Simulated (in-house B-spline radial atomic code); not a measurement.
Successive ionisation energies of promethium; each step leads to the configuration of the next row (after the last: bare). Dirac energy differences include first-order Breit, QED and recoil terms. NIST's values go from ground level to ground level; the uncertainty of those that are theory runs from under 0.1 % in few-electron ions to several per cent in heavy many-electron ones. Computed with an all-electron radial atomic-structure program (B-spline basis): Dirac-Hartree-Fock, jj configuration that fills j = l - 1/2 first, finite nuclei.

A number in brackets counts the electrons of a j subshell.

```
  ion               configuration  ionisation energy (eV)  tabulated value (eV)    tabulated kind  computed minus tabulated (eV)  highest orbital  largest mean radius (bohr)
Pm43+                [Ne] 3s2 3p6                  3518.8                  3519  tabulated theory                              0            3p3/2                     0.24003
Pm44+  [Ne] 3s2 3p1/2(2) 3p3/2(3)                  3616.7                  3613  tabulated theory                              4            3p3/2                     0.23893
Pm45+  [Ne] 3s2 3p1/2(2) 3p3/2(2)                  3715.6                  3718  tabulated theory                             -2            3p3/2                     0.23783
Pm46+  [Ne] 3s2 3p1/2(2) 3p3/2(1)                  3815.4                  3816  tabulated theory                             -1            3p3/2                     0.23674
Pm47+           [Ne] 3s2 3p1/2(2)                  4055.7                  4056  tabulated theory                              0            3p1/2                     0.23566
Pm48+           [Ne] 3s2 3p1/2(1)                  4165.1                  4166  tabulated theory                             -1            3p1/2                     0.23455
Pm49+                    [Ne] 3s2                  4371.5                  4371  tabulated theory                              1            3s1/2                     0.23345
Pm50+                    [Ne] 3s1                  4476.2                  4476  tabulated theory                              0            3s1/2                     0.23224
Pm51+                [He] 2s2 2p6                 10114.1                 10115  tabulated theory                             -1            2p3/2                    0.096502
Pm52+  [He] 2s2 2p1/2(2) 2p3/2(3)                 10387.2                 10378  tabulated theory                              9            2p3/2                     0.09601
Pm53+  [He] 2s2 2p1/2(2) 2p3/2(2)                 10663.3                 10671  tabulated theory                             -8            2p3/2                    0.095522
Pm54+  [He] 2s2 2p1/2(2) 2p3/2(1)                 10942.6                 10942  tabulated theory                              1            2p3/2                    0.095038
Pm55+           [He] 2s2 2p1/2(2)                 11817.7                 11819  tabulated theory                             -1            2p1/2                    0.094557
Pm56+           [He] 2s2 2p1/2(1)                 12135.9                 12136  tabulated theory                              0            2p1/2                    0.094038
Pm57+                    [He] 2s2                 12531.8                 12532  tabulated theory                              0            2s1/2                    0.093523
Pm58+                    [He] 2s1                 12796.9              12797.26  tabulated theory                              0            2s1/2                    0.093055
Pm59+                         1s2                 52140.9              52144.29  tabulated theory                             -3            1s1/2                    0.023036
Pm60+                         1s1                 53346.1              53346.31  tabulated theory                              0            1s1/2                     0.02288
```

Problem. Where is the largest jump?

Solution. From Pm58+ to Pm59+, by a factor of 4.07 (12797 to 52141 eV); the highest orbital goes from 2s1/2 to 1s1/2.
